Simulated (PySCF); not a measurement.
Atoms are numbered as in `[CH2:1]=[N:2][Si@@H:3]([CH3:4])[F:5]`; H(Xn) means a hydrogen on atom n. Ha(C1) is cis to Si3; Hb(C1) is trans to Si3.

PySCF calculation with σ from GIAO-PBE/pcSseg-2 and PBE0-D3(BJ)/def2-SVP geometry; no solvent, no relativistic terms, single conformer, one averaged value for each set of equivalent atoms.

Referencing at the same level of theory: 13C (σ = 179.39 ppm) and 1H (σ = 31.18 ppm) and 29Si (σ = 323.43 ppm) vs TMS; 15N (σ = 261.04 ppm) against NH3; 19F (σ = 142.93 ppm) vs CFCl3.

| atoms | nucleus | count | δ (ppm) |
| --- | --- | --- | --- |
| F5 | 19F | 1 | ? |
| C4 | 13C | 1 | -2.4 |
| Si3 | 29Si | 1 | -7.1 |
| H(C4) | 1H | 3 | 0.39 |
| C1 | 13C | 1 | 179.7 |
| Ha(C1) | 1H | 1 | 9.04 |
| H(Si3) | 1H | 1 | ? |
| N2 | 15N | 1 | ? |
| Hb(C1) | 1H | 1 | 8.80 |

Q: Fill in the missing shifts.

A: 
- H(Si3): 5.65 ppm, hydrogen on a silicon bonded to C, F, N
- N2: 428.3 ppm, imine nitrogen
- F5: -194.7 ppm, fluorine bonded to Si

Shifts are as computed, not scaled to solution data. Of 1211 compounds with measured shifts, 218 miss one by over three times the rms of a fit or turn the order of signals round; such compounds aren't used in these exercises. Unscaled 19F shifts against computed CFCl3 carry errors that often reach 10 to 50 ppm. Experimental scales use liquid or dissolved standards, which lie at an offset from isolated NH3 (liquid NH3: subtract about 20 ppm). Unscaled 15N shifts of sp2 nitrogen come out 20 to 40 ppm too high even then.
